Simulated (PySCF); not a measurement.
Geometry (Å), atoms numbered from 1 in this order:
```xyz
19

C     4.610    0.753   -1.126
C     3.373    0.527   -0.419
C     2.338    0.340    0.176
C     1.175    0.130    0.837
C     0.133   -0.058    1.429
C    -1.071   -0.270    2.113
C    -2.168   -0.770    1.534
C    -2.268   -1.133    0.101
Si   -3.012    0.316   -0.903
H     4.621    1.758   -1.551
H     4.717    0.028   -1.934
H     5.455    0.650   -0.444
H    -1.069   -0.005    3.164
H    -3.067   -0.893    2.124
H    -1.278   -1.363   -0.297
H    -2.896   -2.017   -0.020
H    -3.160   -0.112   -2.295
H    -4.325    0.656   -0.351
H    -2.119    1.470   -0.806
```

Computed data (PySCF): GFN2-xTB geometry, PBE0/pcSseg-1 with gauge-including orbitals. One averaged value for each set of equivalent atoms, one conformer, in vacuum, relativity neglected.

Scale: 13C (186.93 ppm), 1H (31.72 ppm), 29Si (349.16 ppm) against TMS (reference shieldings calculated alike).

| atoms | nucleus | count | Hirshfeld charge | δ (ppm) |
| --- | --- | --- | --- | --- |
| H15/H16 | 1H | 2 | 0.05 | 2.27 |
| C6 | 13C | 1 | -0.06 | 112.8 |
| C2 | 13C | 1 | -0.02 | 90.9 |
| C8 | 13C | 1 | -0.15 | 18.3 |
| C5 | 13C | 1 | -0.03 | 75.1 |
| H10/H11/H12 | 1H | 3 | 0.06 | ? |
| H13 | 1H | 1 | 0.06 | ? |
| C4 | 13C | 1 | -0.05 | 93.7 |
| H14 | 1H | 1 | 0.05 | 6.52 |
| C3 | 13C | 1 | -0.07 | 72.1 |
| C1 | 13C | 1 | -0.09 | ? |
| Si9 | 29Si | 1 | 0.32 | -74.2 |
| C7 | 13C | 1 | -0.02 | ? |
| H17/H18/H19 | 1H | 3 | -0.08 | 3.87 |

**Question.** Estimate the values marked ?.

**Answer.** 
- C7: 155.2 ppm, alkene CH; an sp2 carbon of a C=C bond
- C1: 6.3 ppm, propargylic methyl carbon; saturated and bonded to C and H only
- H13: 5.64 ppm, hydrogen on an alkene CH; olefinic region
- H10/H11/H12: 2.27 ppm, hydrogen on a propargylic methyl carbon

Shifts are as computed. Against solution values, carbons near 30 ppm lie about +3 ppm off and those near 130 ppm about +5 ppm. Of 1211 compounds with measured shifts, 218 miss one by over three times the rms of a fit or turn the order of signals round; such compounds aren't used in these exercises.
